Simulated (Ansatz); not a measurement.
Li₁₂F₁₂, relaxed as a singlet with RKS PBE-D4/def2-SVP in Ansatz, starting from the GFN2-xTB geometry. Force threshold 0.03 eV/Å.

Start:

```xyz
24

Li   -1.206    2.963    2.132
F    -1.434    2.525    0.467
Li   -1.551    0.849    0.116
F    -1.159    0.374   -1.491
Li   -1.596   -1.207   -1.951
F    -0.864   -2.042   -3.303
F    -1.030    1.784    3.403
Li   -0.606    0.227    2.719
F    -1.345   -0.406    1.323
Li   -0.489   -1.640    0.478
F    -1.361   -2.509   -0.714
Li   -0.442   -3.279   -1.966
F     0.598    3.400    1.974
Li    0.360    2.751    0.364
F     1.262    1.442   -0.242
Li    0.582    0.578   -1.568
F     1.618   -0.501   -2.405
Li    0.858   -1.785   -3.295
Li    0.781    2.104    3.123
F     1.183    0.484    2.650
Li    1.464    0.202    0.982
F     1.247   -1.410    0.420
Li    1.843   -1.769   -1.136
F     1.289   -3.136   -2.080
```

Estimate the energy that the relaxation releases and the steps that it takes.

81.5 kJ/mol, in 7 steps; 49 s on 4 threads of Arm Neoverse V2 on a shared host. No frequencies were taken in this run, so the end may be a saddle point.

Does the start keep its bonding?

Bonds formed: Li3–F15, F4–Li10, F9–Li21, Li16–F22 (atoms count from 1). Metal–metal contacts that move far: Li3–Li5 2.92 to 3.52 Å, Li14–Li16 2.92 to 3.52 Å, Li21–Li23 2.92 to 3.52 Å, Li8–Li10 2.92 to 3.52 Å.

Predict the relaxed structure.


```xyz
24

Li   -1.2593    3.2339    2.3944
F    -1.4780    2.8003    0.6718
Li   -1.2042    1.1129    0.0991
F    -1.0958   -0.0531   -1.3313
Li   -1.7002   -1.4792   -2.2374
F    -0.8625   -2.3368   -3.5584
F    -1.0232    2.0338    3.6990
Li   -0.6327    0.4048    3.0856
F    -0.9377   -0.2198    1.4313
Li   -0.6788   -1.4914    0.1147
F    -1.4029   -2.7611   -0.9406
Li   -0.4335   -3.5619   -2.2143
F     0.5473    3.6842    2.2346
Li    0.3404    3.1075    0.5592
F     0.8304    1.5093   -0.0931
Li    0.7840    0.2284   -1.4252
F     1.6921   -0.7138   -2.6654
Li    0.8987   -2.0275   -3.5860
Li    0.7940    2.3554    3.4057
F     1.1887    0.6746    2.9342
Li    1.0991    0.1501    1.2116
F     1.2032   -1.2363   -0.0067
Li    1.9926   -2.0332   -1.4074
F     1.3384   -3.3813   -2.3754
```
Bond lengths (bridged metal pairs left out): 40 × F–Li 1.78 to 2.08 Å.
